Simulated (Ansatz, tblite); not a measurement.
Cost and result up the ladder for InCl2(SiH3) (InSiH₃Cl₂) (7 atoms). Total charge 0; singlet. Geometry: PBE0-D4/def2-SVP.

```xyz
7

In    0.742    1.050   -0.016
Cl   -0.027    3.235    0.384
Cl    3.061    1.046   -0.404
Si   -0.738   -1.040   -0.003
H    -0.152   -2.065   -0.913
H    -2.113   -0.670   -0.446
H    -0.772   -1.556    1.397
```

Ansatz on 4 threads of Arm Neoverse V1 on a shared host; xTB runs through tblite on one thread. Times are rough, summed over both states, and most runs start from the orbitals of an earlier one. PBE0-D4/def2-TZVP serves as the yardstick here, not as an exact answer. The other state is a triplet.

In the def2 sets In takes a core potential; there is no spin–orbit coupling. The xTB rows come from tblite. HOMO above LUMO, or a gap near zero within one spin, warns that the state may not be the lowest or that an electron is smeared out.

xTB has no spin-polarisation term.

```tsv
level	functions	vertical triplet (eV)	difference from PBE0-D4/def2-TZVP (eV)	remarks
PBE-D4/def2-TZVP	179	4.16	-0.25	gap within one spin near zero (triplet)
r2SCAN-D4/def2-TZVP	179	4.21	-0.19	–
GFN2-xTB	39	3.38	-1.03	–
GFN1-xTB	42	4.51	0.11	–
PBE0-D4/def2-TZVP (with forces)	179	4.40	0.00	–
```

Q: Estimate how long each takes.

A: GFN1-xTB 0.012 s; GFN2-xTB 0.012 s; PBE-D4/def2-TZVP 6.1 s; r2SCAN-D4/def2-TZVP 15 s; PBE0-D4/def2-TZVP (with forces) 17 s. On shared hardware such times vary by a factor of up to 3.
